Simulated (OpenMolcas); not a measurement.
# Ce3+ in a point-charge field

Ce3+ among 12 point charges of -0.5 e arranged as a cuboctahedron (Oh), 2.67 Å from the ion.

```
Program             : OpenMolcas
Method              : SS-CASPT2, IPEA 0.25 Eh, imaginary shift 0.1 Eh (closed shells correlated: 5s 5p)
Basis               : ANO-RCC-VDZP [7s6p4d2f1g]
Scalar Hamiltonian  : DKH2, point nucleus
Active space        : 1 electron in 7 orbitals (4f)
State averaging     : 2S+1 = 2 odd, 7 roots
Spin-orbit coupling : RASSI with atomic mean-field integrals over the reference wave functions
```

The lowest spin-free states (labels of O, the rotations of Oh), above the lowest:

```tsv
State	Degeneracy	E (cm-1)	Free-ion L (%)
2T1	3	0	F (100)
2T2	3	150	F (100)
2A2	1	270	F (100)
```

The lowest levels with spin-orbit coupling:

```csv
E (cm-1),Degeneracy,Label,2S+1,J,|mJ| (%),g
0,4,Γ8,2,2.50,1/2 (50),
150,2,Γ7,2,2.50,3/2 (83),1.46 1.46 1.46
2370,2,Γ6,2,3.50,1/2 (58),2.67 2.67 2.67
2470,4,Γ8,2,3.50,3/2 (37),
2590,2,Γ7,2,3.50,5/2 (75),3.46 3.46 3.46
```

Powder χT (cm3 K/mol): 0.494 at 2 K, 0.518 at 10 K, 0.632 at 50 K, 0.719 at 100 K, 0.779 at 200 K, 0.799 at 300 K. The effective moment at 300 K is 2.828 √(χT) = 2.53 μB.

Hund's rules give f1 the level 2F5/2 with g = 0.857, so an isolated free-ion multiplet has χT = g² J(J+1) / 8 = 0.804 cm3 K/mol. The computed 0.799 at 300 K differs by -1 %, through the field's splitting, the mixing of terms and any other multiplet in reach.

Stevens parameters of the J = 5/2 multiplet, which is 146 cm-1 wide (cm-1, z along the main axis): B40 = -4.043e-01, B44 = -2.023e+00.

Roots that are degenerate in the reference are averaged as groups; the widest CASPT2 spread within a group is 130 cm-1 (the 3-fold group of multiplicity 2 near 150 cm-1 above the lowest state of its run). Shifts and gaps below about the spread of the groups concerned are not significant. This is an electrostatic model: the charges have no orbitals. No measured value stands beside these numbers.
